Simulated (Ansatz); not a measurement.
Reactions of C4H6S (`C=CC(C)=S`).

Program: Ansatz. Geometries: PBE0-D4/def2-TZVP. ΔE: electronic, gas phase. CCSD(T)/CBS adds triple-zeta CCSD(T) − MP2 to the extrapolated MP2 energy (def2 sets, frozen cores). This one scheme is used for every species. For Ge outer-core shells are correlated without core-valence functions, which leaves a few kJ/mol of doubt a bond. Scalar relativity is left out up to krypton. One conformer a species, not always the lowest.

**Question.** Order these by ΔE at CCSD(T)/CBS, lowest first. (An estimate is asked.)
A. `C=CC(C)=S` + `Cl[SiH2][NH][GeH3]` → `C=C[N]([GeH3])[SiH2]Cl` + `CC=S`
B. `C=CC(C)=S` + H₂ → `CC=S` + `C=C`
C. `C=CC(C)=S` + `[NH2][Al]([OH])[SH]` → `C[NH][Al]([OH])[SH]` + `C=CC=S`

**Answer.** B (-22.1 kJ/mol), A (+36.6 kJ/mol), C (+54.8 kJ/mol).

Largest T1 diagnostic: 0.017, for `C=CC(C)=S`.
